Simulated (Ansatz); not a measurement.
Correlation energies of `[F][Al]([SH])[O][SiH3]` by basis set

Cartesian coordinates in Å:
```
F 0.541 -2.785 -0.677
Al -0.048 -1.281 -0.960
S -1.014 -0.931 -2.859
O 0.104 -0.083 0.188
Si 0.362 0.942 1.427
H -1.264 0.353 -2.544
H -0.549 0.609 2.553
H 1.770 0.841 1.889
H 0.096 2.335 0.982
```

The species carries charge 0 and has multiplicity 1. The geometry is a stationary point of PBE0-D4/def2-TZVP. It is one conformer, not always the lowest. Frozen core, restricted reference, Ansatz 0.2.0. CBS rows extrapolate triple and quadruple zeta; past MP2 they add the triple-zeta difference.

```csv
basis,HF (Eh),MP2 corr.
def2-SVP,-1104.81047,-0.65219
def2-TZVPP,-1105.37029,-0.85531
def2-QZVPP,-1105.40739,-0.93049
```

Problem. Estimate the CCSD correlation energy and the (T) correction in each basis where they were run (hartree).

Solution. 
```json
{"basis": "def2-SVP", "CCSD corr.": "-0.69602", "(T)": "-0.01389"}
{"basis": "def2-TZVPP", "CCSD corr.": "-0.89580", "(T)": "-0.03086"}
{"basis": "CBS(def2)", "CCSD corr.": "-1.02666", "(T)": "as TZ"}
```
